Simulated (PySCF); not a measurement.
# Electronic absorption of [C5H9OS]+

C₅H₉OS (charge +1).
Atom-mapped SMILES: `[CH3:1][CH+:2]/[CH:3]=[CH:4]/[S@:5]([CH3:6])=[O:7]` (hydrogens: H8, H9, H10 on C1; H11 on C2; H12 on C3; H13 on C4; H14, H15, H16 on C6)

Cartesian coordinates in Å at the GFN2-xTB level; atoms count from 1:
```xyz
16
C5H9OS angstrom
C     -3.0868    0.1817    0.2639
C     -1.7494    0.2714    0.8120
C     -0.6398   -0.3245    0.2437
C      0.6477   -0.1235    0.6832
S      1.9750   -1.0784    0.0271
C      3.1379    0.2902   -0.4034
O      1.5331   -1.7096   -1.1918
H     -3.7713   -0.1973    1.0310
H     -3.4737    1.1853    0.0553
H     -3.1456   -0.4342   -0.6294
H     -1.6164    0.8658    1.7097
H     -0.7653   -0.9362   -0.6438
H      0.8641    0.4353    1.5827
H      4.0428   -0.1811   -0.7760
H      3.3489    0.8628    0.4916
H      2.6911    0.9013   -1.1807
```

Computed, not measured: TDDFT B3LYP/def2-SVPD, vertical, gas phase, core orbitals frozen in the response in PySCF 2.14.0, density-fitted response routines.

Problem. List the vertical singlet excitations with oscillator strengths and describe the spectrum.

Solution. 

```json
{"state": "S1", "E (eV)": "2.49", "E (kJ/mol)": "240", "λ (nm)": "497.6", "f": "0.150", "main configurations (H = HOMO, L = LUMO)": "H→L (95%)"}
{"state": "S2", "E (eV)": "2.99", "E (kJ/mol)": "288", "λ (nm)": "414.9", "f": "0.018", "main configurations (H = HOMO, L = LUMO)": "H-1→L (97%)"}
{"state": "S3", "E (eV)": "4.90", "E (kJ/mol)": "473", "λ (nm)": "252.8", "f": "0.486", "main configurations (H = HOMO, L = LUMO)": "H-2→L (90%)"}
{"state": "S4", "E (eV)": "5.07", "E (kJ/mol)": "489", "λ (nm)": "244.8", "f": "0.0008", "main configurations (H = HOMO, L = LUMO)": "H-3→L (70%), H-4→L (25%)"}
{"state": "S5", "E (eV)": "5.43", "E (kJ/mol)": "524", "λ (nm)": "228.4", "f": "0.0083", "main configurations (H = HOMO, L = LUMO)": "H-4→L (62%), H-3→L (28%)"}
{"state": "S6", "E (eV)": "5.85", "E (kJ/mol)": "564", "λ (nm)": "212.1", "f": "0.0012", "main configurations (H = HOMO, L = LUMO)": "H-5→L (76%), H-4→L (9%), H-6→L (9%)"}
{"state": "S7", "E (eV)": "5.98", "E (kJ/mol)": "577", "λ (nm)": "207.5", "f": "0.0055", "main configurations (H = HOMO, L = LUMO)": "H-6→L (62%), H→L+1 (19%), H-5→L (13%)"}
{"state": "S8", "E (eV)": "6.17", "E (kJ/mol)": "596", "λ (nm)": "200.8", "f": "0.102", "main configurations (H = HOMO, L = LUMO)": "H→L+1 (64%), H-6→L (18%)"}
```

Triplets, Tamm–Dancoff:

```json
{"state": "T1", "E (eV)": "1.18", "λ (nm)": "1051", "main configurations (H = HOMO, L = LUMO)": "H→L (99%)"}
{"state": "T2", "E (eV)": "2.69", "λ (nm)": "460.2", "main configurations (H = HOMO, L = LUMO)": "H-1→L (96%)"}
{"state": "T3", "E (eV)": "3.10", "λ (nm)": "399.3", "main configurations (H = HOMO, L = LUMO)": "H-2→L (93%)"}
```

The lowest singlet lies at 2.49 eV (498 nm, visible) and is of moderate strength; its leading configuration is HOMO→LUMO (95%). The most intense listed level is S3 at 4.90 eV (253 nm, f = 0.486), 2.41 eV above S1. Löwdin shares by element: HOMO oxygen 44%, sulfur 25%, carbon 15% or more (atoms not listed hold the other 16%); LUMO carbon 64% or more, sulfur 12% (atoms not listed hold the other 25%). Orbital energies (eV): HOMO-3 -15.28, HOMO-2 -14.05, HOMO-1 -13.00, HOMO -11.70, LUMO -9.01, LUMO+1 -4.83, LUMO+2 -4.08. The listed states span 3.68 eV, and the widest gap between neighbours is 1.92 eV (S2 to S3). The oscillator strengths of these states sum to 0.771; summed over the whole spectrum of an exact calculation they would give the number of electrons, 62 (Thomas–Reiche–Kuhn). 2 computed singlets (S1 to S2) lie in the visible range (380 to 750 nm), the largest f among them at 498 nm, f = 0.150; light of that wavelength is blue-green to green, and its complementary colour is red to purple; a Tamm–Dancoff triplet lies at 460 nm, without intensity as long as spin–orbit coupling is left out. The window holds the lowest 8 singlets.

One conformer stands for the species.
